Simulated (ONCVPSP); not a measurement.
## An all-electron radial function and its pseudo partner (Zr (Z = 40))

Columns: radius, all-electron u(r) and pseudo u(r) of the 4d shell (level -3.60 eV) of zirconium in the configuration [Ar] 3d10 4s2 4p6 4d2 5s2; PBE, scalar-relativistic, ONCV scheme, ONCVPSP 4.0.1.

```tsv
r (bohr)	all-electron	pseudo
0.130	-0.1501	0.0020
0.260	-0.2975	0.0153
0.390	-0.2471	0.0486
0.520	-0.0875	0.1059
0.650	0.0987	0.1865
0.780	0.2703	0.2842
0.910	0.4119	0.3898
1.040	0.5200	0.4922
1.170	0.5963	0.5810
1.300	0.6455	0.6490
1.430	0.6726	0.6926
1.560	0.6828	0.7125
1.690	0.6805	0.7119
1.820	0.6691	0.6959
1.950	0.6515	0.6701
2.080	0.6298	0.6400
2.210	0.6055	0.6095
2.340	0.5798	0.5807
2.470	0.5535	0.5535
2.600	0.5272	0.5272
2.730	0.5012	0.5012
2.860	0.4758	0.4758
2.990	0.4511	0.4511
3.120	0.4271	0.4271
3.250	0.4040	0.4040
3.380	0.3818	0.3818
```

(1) How many radial nodes do the two functions have?

(2) At about which radius was the pseudo-wave matched?

(3) Is the pseudo-wave norm-conserving?

Results:

(1) The all-electron 4d function has n − l − 1 = 1; the pseudo-wave has 0, since the states of the same l below it are removed with the core.

(2) 2.60 bohr, where the columns begin to agree (steps of 0.13 bohr).

(3) Yes: the ONCV scheme keeps the norm inside the radius equal to the all-electron one, which fixes the energy derivative of the logarithmic derivative at the level.
